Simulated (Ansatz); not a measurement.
`BCC(=N)N` + CH₄ → `CCC(=N)N` + BH₃  (formal exchange of groups at a C–B bond)

Program: Ansatz. Geometries: PBE0-D4/def2-TZVP. ΔE: electronic, gas phase. CBS: MP2 limit from def2 TZ/QZ plus the TZ coupled-cluster correction, frozen cores. This one scheme is used for every species. One conformer a species, not always the lowest.

```csv
species,CCSD(T)/CBS(def2) energy (Eh)
`BCC(=N)N`,-214.48815
CH₄,-40.46206
`CCC(=N)N`,-228.37740
BH₃,-26.55200
```

Q: Work out ΔE.

A: ΔE = (-228.37740) + (-26.55200) − (-214.48815) − (-40.46206) = 0.02081 Eh = +54.6 kJ/mol.

Largest T1 diagnostic among the species: 0.013.

In def2-TZVPP, CCSD(T) changes the Hartree–Fock value by +6.7 kJ/mol (the triples alone add +1.1 kJ/mol) and MP2 by +7.4 kJ/mol. From PBE to PBE0 (25 % exact exchange), in def2-TZVPP and without D4, ΔE moves by −4.2 kJ/mol.
